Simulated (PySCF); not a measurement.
**Ionisation energy of Br by level of theory**

Br [Ar] 3d10 4s2 4p5 (2P) → Br+ [Ar] 3d10 4s2 4p4 (3P), as a difference of total energies. Calculation: PySCF 2.14, in aug-pcseg-3 (8s7p5d3f2g, 93 functions); the non-relativistic Hamiltonian (point nucleus). Correlated levels: valence: [Ar] 3d10 frozen. The calculations carry no spin-orbit coupling.

```
           method  ionisation energy (eV)  difference from reference (eV)
              UHF                  10.748                          -1.096
              LDA                  12.101                          +0.257
              PBE                  11.819                          -0.025
             PBE0                  11.826                          -0.018
           r2SCAN                  11.883                          +0.039
             TPSS                  11.841                          -0.003
          wB97M-V                  11.782                          -0.062
            wB97X                  11.869                          +0.025
    MP2 (valence)                  11.681                          -0.163
SCS-MP2 (valence)                  11.695                          -0.149
```

Reference: 11.844 eV (measured; NIST levels, between the centres of gravity of the two terms).

These non-relativistic numbers lack the scalar-relativistic shift.

Errors of the correlated levels include the incompleteness of this basis and the frozen core.
